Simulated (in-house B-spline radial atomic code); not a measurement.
**Al8+: [He] 2s2 2p1**

Computed with a radial B-spline atomic code at the basis-set limit: Dirac-Kohn-Sham CAM-B3LYP, spherical fractional occupations, exact exchange averaged over the configuration, Fermi nucleus of rms radius 3.061 fm.

Effective charges: Z_r = [3n² - l(l+1)]/(2<r>) from the radius, Z_e = n√(-2ε) from the energy, and Slater's rules. Values are occupation-weighted means over j.

| shell | electrons | ε (eV) | <r> (bohr) | Z_r | Z_e | Slater |
| --- | --- | --- | --- | --- | --- | --- |
| 1s | 2 | -1832.3 | 0.1195 | 12.56 | 11.60 | 12.70 |
| 2s | 2 | -340.04 | 0.536 | 11.19 | 10.00 | 10.60 |
| 2p | 1 | -312.8 | 0.4734 | 10.56 | 9.59 | 10.60 |

The least bound orbital is 2p3/2 at -312.6 eV, while the most diffuse is 2s1/2 (<r> = 0.536 bohr against 0.4738 bohr): energy order and size order differ.

Spin-orbit splittings of the orbital energies (j = l + 1/2 above j = l - 1/2 when positive): 2p 0.7049 eV.

For the 1s electron the small component carries 0.213 % of the norm, the zero-frequency Breit interaction raises the level by 0.8162 eV, self-energy by 0.3715 eV, and vacuum polarisation lowers it by 0.02229 eV.

The density falls to 0.001 bohr⁻³ at 1.454 bohr; Σ<r²> = 0.98496 bohr² gives, by the non-relativistic formula and without the paramagnetism of open shells, a Langevin diamagnetic susceptibility of -0.7801×10⁻⁶ cm³/mol.
